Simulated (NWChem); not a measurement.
System: VH₂SO₂F; SMILES [OH][V]([OH])(=[S])[F]

Here is an NWChem input.

```
start job
memory heap 200 mb stack 900 mb global 1100 mb
geometry units angstroms noautoz
  V      0.000095     0.329367    -0.007198
  S      0.000356    -1.656178    -0.179270
  F     -0.009081     0.764934     1.649545
  O     -1.403789     0.975876    -0.781790
  H     -2.134223     0.449305    -1.128776
  O      1.413057     0.974865    -0.765992
  H      2.146975     0.447676    -1.104609
end
basis spherical
  V library def2-svp
  S library def2-svp
  F library def2-svp
  O library def2-svp
  H library def2-svp
end
dft
  xc rpbe cpbe96
  iterations 150
  mulliken
end
task dft energy
```

Parts of the log:

```
             Northwest Computational Chemistry Package (NWChem) 7.3.0
             --------------------------------------------------------

 C1  symmetry detected

                             Geometry "geometry" -> ""
                             -------------------------

 Output coordinates in angstroms (scale by  1.889725989 to convert to a.u.)

  No.       Tag          Charge          X              Y              Z
 ---- ---------------- ---------- -------------- -------------- --------------
    1 V                   23.0000    -0.00035331    -0.26409901     0.00000535
    2 S                   16.0000     0.09702967     1.72650751     0.00016594
    3 F                    9.0000     1.58249986    -0.91920728     0.00303473
    4 O                    8.0000    -0.84448292    -0.80078128    -1.41005645
    5 H                    1.0000    -1.11173890    -0.23251720    -2.14276396
    6 O                    8.0000    -0.84992525    -0.80073013     1.40682878
    7 H                    1.0000    -1.11984309    -0.23236897     2.13849488

 Effective nuclear repulsion energy (a.u.)     412.4807847557

  pbe96 is a nonlocal functional; adding pw91lda local functional.

                                 NWChem DFT Module
                                 -----------------

 Summary of "ao basis" -> "ao basis" (spherical)
 ------------------------------------------------------------------------------
       Tag                 Description            Shells   Functions and Types
 ---------------- ------------------------------  ------  ---------------------
 V                          def2-svp                11       31   5s3p2d1f
 S                          def2-svp                 8       18   4s3p1d
 F                          def2-svp                 6       14   3s2p1d
 O                          def2-svp                 6       14   3s2p1d
 H                          def2-svp                 3        5   2s1p

            General Information
            -------------------
          SCF calculation type: DFT
          Wavefunction type:  closed shell.
          No. of atoms     :     7
          No. of electrons :    66
           Alpha electrons :    33
            Beta electrons :    33
          Charge           :     0
          Spin multiplicity:     1
          Use of symmetry is: off; symmetry adaption is: off
          Maximum number of iterations: 150
          AO basis - number of functions:   101
                     number of shells:    43
          Convergence on energy requested:  1.00D-06
          Convergence on density requested:  1.00D-05
          Convergence on gradient requested:  5.00D-04

              XC Information
              --------------
                          RPBE Exchange Functional  1.000
            Perdew 1991 LDA Correlation Functional  1.000 local
           PerdewBurkeErnz. Correlation Functional  1.000 non-local

             Grid Information
             ----------------
          Grid used for XC integration:  medium
          Radial quadrature: Mura-Knowles
          Angular quadrature: Lebedev.
          Tag              B.-S. Rad. Rad. Pts. Rad. Cut. Ang. Pts.
          ---              ---------- --------- --------- ---------
          V                   1.35      112          10.0       590
          S                   1.00       88           9.0       590
          F                   0.50       49          10.0       434
          O                   0.60       49          10.0       434
          H                   0.35       45          11.0       434
          Grid pruning is: on
          Number of quadrature shells:   437
          Spatial weights used:  Erf1

      Superposition of Atomic Density Guess
      -------------------------------------

 Sum of atomic energies:       -1589.70306675

      Non-variational initial energy
      ------------------------------

 Total energy =   -1590.003775
 1-e energy   =   -3010.580776
 2-e energy   =    1008.096217
 HOMO         =      -0.354790
 LUMO         =      -0.012101

     ---------------------------------------------
      Total Density - Mulliken Population Analysis
     ---------------------------------------------

    Atom       Charge   Shell Charges
 -----------   ------   -------------------------------------------------------
    1 V   23    20.01   2.00  2.00  2.00  0.26  0.02  6.00  6.00  0.36  0.63  0.70  0.03
    2 S   16    17.09   2.00  1.99  1.24  0.67  5.94  2.05  3.17  0.02
    3 F    9     9.72   1.99  1.16  0.81  3.59  2.17  0.00
    4 O    8     8.94   1.99  1.11  0.67  3.18  1.99  0.00
    5 H    1     0.64   0.51  0.07  0.06
    6 O    8     8.94   1.99  1.11  0.67  3.18  1.99  0.00
    7 H    1     0.64   0.51  0.07  0.06

   convergence    iter        energy       DeltaE   RMS-Dens  Diis-err
 ---------------- ----- ----------------- --------- --------- ---------
 d= 0,ls=0.0,diis     1  -1592.3420013161 -2.00D+03  5.77D-02  5.85D+00
 d= 0,ls=0.5,diis     2  -1572.2483133047  2.01D+01  1.62D-02  1.08D+02
 d= 0,ls=0.5,diis     3  -1578.1982501439 -5.95D+00  3.79D-03  1.08D+02
 d= 0,ls=0.5,diis     4  -1579.1503943654 -9.52D-01  6.78D-03  1.09D+02
 d= 0,ls=0.5,diis     5  -1581.8751457440 -2.72D+00  6.46D-03  9.91D+01
 d= 0,ls=0.5,diis     6  -1584.6886723033 -2.81D+00  5.62D-03  8.46D+01
 d= 0,ls=0.5,diis     7  -1586.6333611520 -1.94D+00  4.40D-03  7.14D+01
 d= 0,ls=0.5,diis     8  -1588.0907918778 -1.46D+00  4.10D-03  5.86D+01
 d= 0,ls=0.5,diis     9  -1589.3202475713 -1.23D+00  2.84D-03  4.66D+01
 d= 0,ls=0.5,diis    10  -1589.6362865947 -3.16D-01  1.99D-03  4.41D+01
 d= 0,ls=0.5,diis    11  -1589.9110477671 -2.75D-01  1.90D-02  4.15D+01
 d= 0,ls=0.5,diis    12  -1593.1442642059 -3.23D+00  8.95D-03  1.46D+00
 d= 0,ls=0.5,diis    13  -1593.2466563807 -1.02D-01  2.94D-03  8.67D-01
  Resetting Diis
 d= 0,ls=0.5,diis    14  -1593.2940158157 -4.74D-02  2.76D-03  3.88D-01
 d= 0,ls=0.5,diis    15  -1593.3356063066 -4.16D-02  9.16D-04  4.65D-03
 d= 0,ls=0.5,diis    16  -1593.3370334794 -1.43D-03  4.81D-04  3.51D-03
 d= 0,ls=0.5,diis    17  -1593.3378864077 -8.53D-04  3.13D-04  7.08D-04
 d= 0,ls=0.5,diis    18  -1593.3382200990 -3.34D-04  2.24D-04  6.35D-04
 d= 0,ls=0.5,diis    19  -1593.3384297241 -2.10D-04  1.67D-04  1.98D-04
 d= 0,ls=0.5,diis    20  -1593.3385336729 -1.04D-04  1.16D-04  1.13D-04
 d= 0,ls=0.5,diis    21  -1593.3385905311 -5.69D-05  8.54D-05  5.69D-05
 d= 0,ls=0.5,diis    22  -1593.3386214726 -3.09D-05  6.25D-05  3.33D-05
 d= 0,ls=0.5,diis    23  -1593.3386386007 -1.71D-05  4.69D-05  2.41D-05
 d= 0,ls=0.5,diis    24  -1593.3386482570 -9.66D-06  3.52D-05  1.88D-05
 d= 0,ls=0.5,diis    25  -1593.3386541328 -5.88D-06  2.68D-05  1.23D-05
 d= 0,ls=0.5,diis    26  -1593.3386577131 -3.58D-06  2.01D-05  6.78D-06
 d= 0,ls=0.5,diis    27  -1593.3386597408 -2.03D-06  1.54D-05  4.24D-06
 d= 0,ls=0.5,diis    28  -1593.3386609572 -1.22D-06  1.17D-05  2.40D-06
 d= 0,ls=0.5,diis    29  -1593.3386616013 -6.44D-07  8.90D-06  1.94D-06

         Total DFT energy =    -1593.338661992130
      One electron energy =    -3015.178206885842
           Coulomb energy =     1108.586412301759
    Exchange-Corr. energy =      -99.227652163794
 Nuclear repulsion energy =      412.480784755747

 Numeric. integr. density =       65.999988590310

                       DFT Final Molecular Orbital Analysis
                       ------------------------------------

 Vector   31  Occ=2.000000D+00  E=-2.839000D-01
              MO Center=  3.4D-02,  1.3D+00,  2.3D-05, r^2= 2.3D+00
   Bfn.  Coefficient  Atom+Function         Bfn.  Coefficient  Atom+Function
  ----- ------------  ---------------      ----- ------------  ---------------
    43      0.461133  2 S  py                40      0.400565  2 S  py
    19      0.283121  1 V  d  2              37      0.230557  2 S  py
     3      0.216659  1 V  s                  4     -0.198371  1 V  s
    35      0.197649  2 S  s                 10      0.154673  1 V  py
    17      0.151691  1 V  d  0              34      0.127369  2 S  s

 Vector   32  Occ=2.000000D+00  E=-2.547204D-01
              MO Center= -7.2D-03,  1.1D+00, -2.8D-05, r^2= 2.4D+00
   Bfn.  Coefficient  Atom+Function         Bfn.  Coefficient  Atom+Function
  ----- ------------  ---------------      ----- ------------  ---------------
    44      0.514490  2 S  pz                41      0.385224  2 S  pz
    16      0.307005  1 V  d -1              38      0.220711  2 S  pz
    21      0.139334  1 V  d -1              68      0.139968  4 O  py
    87     -0.139963  6 O  py                14      0.118841  1 V  pz
    71      0.098529  4 O  py                90     -0.098526  6 O  py

 Vector   33  Occ=2.000000D+00  E=-2.485121D-01
              MO Center=  1.9D-01,  1.1D+00,  3.4D-04, r^2= 2.4D+00
   Bfn.  Coefficient  Atom+Function         Bfn.  Coefficient  Atom+Function
  ----- ------------  ---------------      ----- ------------  ---------------
    42      0.523970  2 S  px                39      0.390084  2 S  px
    15      0.276440  1 V  d -2              36      0.223051  2 S  px
    54      0.166010  3 F  py                53      0.150346  3 F  px
    20      0.126764  1 V  d -2              56     -0.118344  3 F  px
    57     -0.118071  3 F  py                12      0.089469  1 V  px

 Vector   34  Occ=0.000000D+00  E=-1.340777D-01
              MO Center= -1.8D-02,  1.1D-01, -3.6D-05, r^2= 2.0D+00
   Bfn.  Coefficient  Atom+Function         Bfn.  Coefficient  Atom+Function
  ----- ------------  ---------------      ----- ------------  ---------------
    16      0.669853  1 V  d -1              44     -0.363968  2 S  pz
    18      0.290203  1 V  d  1              21      0.259522  1 V  d -1
    41     -0.206259  2 S  pz                55     -0.135781  3 F  pz
    23      0.121983  1 V  d  1              38     -0.117957  2 S  pz
    79      0.101207  5 H  s                 98     -0.101212  7 H  s

 Vector   35  Occ=0.000000D+00  E=-1.298079D-01
              MO Center= -3.9D-02,  7.0D-02, -7.4D-05, r^2= 2.0D+00
   Bfn.  Coefficient  Atom+Function         Bfn.  Coefficient  Atom+Function
  ----- ------------  ---------------      ----- ------------  ---------------
    15      0.609641  1 V  d -2              42     -0.346850  2 S  px
    17     -0.327441  1 V  d  0              19      0.239531  1 V  d  2
    20      0.236610  1 V  d -2              39     -0.201001  2 S  px
    67      0.139623  4 O  px                86      0.139416  6 O  px
    22     -0.127881  1 V  d  0              54      0.121134  3 F  py

 Vector   36  Occ=0.000000D+00  E=-8.608461D-02
              MO Center=  5.1D-02, -5.9D-02,  8.7D-05, r^2= 2.0D+00
   Bfn.  Coefficient  Atom+Function         Bfn.  Coefficient  Atom+Function
  ----- ------------  ---------------      ----- ------------  ---------------
    19      0.638500  1 V  d  2              43     -0.295227  2 S  py
    15     -0.288428  1 V  d -2              24      0.244719  1 V  d  2
    53     -0.176814  3 F  px                56      0.172235  3 F  px
    54      0.170500  3 F  py                17     -0.165782  1 V  d  0
    40     -0.154937  2 S  py                13      0.150532  1 V  py

     ---------------------------------------------
      Total Density - Mulliken Population Analysis
     ---------------------------------------------

    Atom       Charge   Shell Charges
 -----------   ------   -------------------------------------------------------
    1 V   23    22.19   2.00  2.00  2.00  0.22 -0.01  6.00  6.02  0.63  2.17  1.13  0.03
    2 S   16    16.20   2.00  1.98  1.27  0.66  5.92  1.79  2.54  0.03
    3 F    9     9.31   1.99  1.14  0.82  3.31  2.04  0.00
    4 O    8     8.35   1.99  1.09  0.69  2.85  1.73  0.01
    5 H    1     0.80   0.68  0.05  0.07
    6 O    8     8.35   1.99  1.09  0.69  2.85  1.73  0.01
    7 H    1     0.80   0.68  0.05  0.07

     -------------------------------------------
      Total Density - Lowdin Population Analysis
     -------------------------------------------

    Atom       Charge   Shell Charges
 -----------   ------   -------------------------------------------------------
    1 V   23    22.96   2.00  2.00  1.90  0.29  0.09  5.99  5.82  1.02  1.99  1.81  0.07
    2 S   16    15.93   2.00  1.96  1.00  0.72  5.81  1.89  2.51  0.04
    3 F    9     9.13   1.98  1.03  0.77  3.20  2.15  0.01
    4 O    8     8.09   1.97  0.89  0.60  2.69  1.92  0.01
    5 H    1     0.90   0.55  0.17  0.18
    6 O    8     8.09   1.97  0.89  0.60  2.69  1.92  0.01
    7 H    1     0.90   0.55  0.17  0.18

     Multipole analysis of the density
     ---------------------------------

     L   x y z        total         alpha         beta         nuclear
     -   - - -        -----         -----         ----         -------
     0   0 0 0     -0.000000    -33.000000    -33.000000     66.000000

     1   1 0 0     -0.740861     -0.370430     -0.370430     -0.000000
     1   0 1 0      0.296728      0.148364      0.148364      0.000000
     1   0 0 1     -0.001448     -0.000724     -0.000724     -0.000000

     2   2 0 0    -33.883156    -82.405611    -82.405611    130.928066
     2   1 1 0     -0.624319     -2.033175     -2.033175      3.442031
     2   1 0 1     -0.013433      0.008551      0.008551     -0.030535
     2   0 2 0    -36.618881   -138.421036   -138.421036    240.223192
     2   0 1 1     -0.000817     -0.003994     -0.003994      0.007171
     2   0 0 2    -26.603367    -86.337255    -86.337255    146.071144
```

Level: RPBE/def2-SVP. The geometry was optimised at PBE0/def2-SVP.
